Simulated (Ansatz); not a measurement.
Ansatz results at the PBE0-D4/def2-TZVP geometry: LUMO energy (PBE0/def2-TZVPP) 0.13 eV; HOMO–LUMO gap (B3LYP/def2-TZVPP) 7.21 eV; HOMO–LUMO gap (ωB97M-V/def2-TZVPP) 11.40 eV.

Each molecule was computed in one conformer, which needn't be the lowest.

Q: Which molecule gave them?
A. `O[Si@@H](Cl)[Si@@H](O)Cl`
B. `C[SiH](O)[Si](O)(O)O`
C. `CO[Si](O)(O)O[SiH3]`
D. `C[SiH](O)O[SiH](O)O`

A: B. The others give `CO[Si](O)(O)O[SiH3]`: 0.17, 8.06, 12.58; `C[SiH](O)O[SiH](O)O`: 0.64, 8.22, 12.54; `O[Si@@H](Cl)[Si@@H](O)Cl`: -0.88, 6.73, 10.91.

B3LYP here is the variant with VWN-RPA as its local correlation; programs differ in this.
